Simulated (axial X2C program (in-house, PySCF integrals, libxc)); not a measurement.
# LiCd⁻: from the spin-free to the two-component result

Calculated with an axial X2C code built on PySCF integrals. Spin-free means the one-electron spin-free X2C Hamiltonian; two-component (2c) means X2C with spin–orbit coupling and atomic mean-field two-electron Coulomb and Gaunt terms, so the difference of the two also holds small scalar two-electron terms. Basis: Cd dyall-acv3z [13s13p9d5f3g], Li dyall-av3z [9s9p3d] (cores contracted in-house); Gaussian nuclei, density fitting, unrestricted open shells. Masses: Cd 113.903 u, Li 7.016 u.

Spin-free state: M_S = 0, Λ = 0 (closed shell); fragments Cd + Li-.

| level | Re (Å) | ωe (cm⁻¹) | De (eV) | μ (D) |
| --- | --- | --- | --- | --- |
| PBE0 | 3.402 | 111.6 | 0.266 | -11.85 |
| MP2 | 3.442 | 97.6 | 0.180 | n/a |

Correlated methods: 14 electrons correlated (number of frozen shells: Cd 4 s, 3 p, 1 d; Li 1 s), 284 virtual spin orbitals or spinors in MP2.

Dipoles are positive if Li is the positive end and refer to the centre of mass.

Two-component determinant lowest at the distance of the search:

Ω = 0 (closed shell); fragments Cd + Li-.

| level | Re (Å) | ωe (cm⁻¹) | De (eV) | μ (D) |
| --- | --- | --- | --- | --- |
| PBE0 | 3.397 | 111.9 | 0.267 | -11.81 |
| MP2 | 3.439 | 97.8 | 0.180 | n/a |

Problem. From the two tables, how do the constants change at the MP2 level (2c against spin-free)?

Solution. At the MP2 level Re drops by 0.003 Å and ωe is unchanged to within 0.2 cm⁻¹; De changes by 0.000 eV.

One determinant describes the state; a PBE0 search over occupations chose it and may have missed a lower one. De is counted from the lowest determinant-based energies of the atoms at the same level, without counterpoise correction. PBE0 can misorder states that lie within some tenths of an eV, so this need not be the ground state of the molecule. The nearest other spin-free determinant of the search, M_S = 1, Λ = 0, lies 0.38 eV up at the distance of the search. The highest occupied level of some functionals is positive through self-interaction error; at Hartree–Fock it is bound.
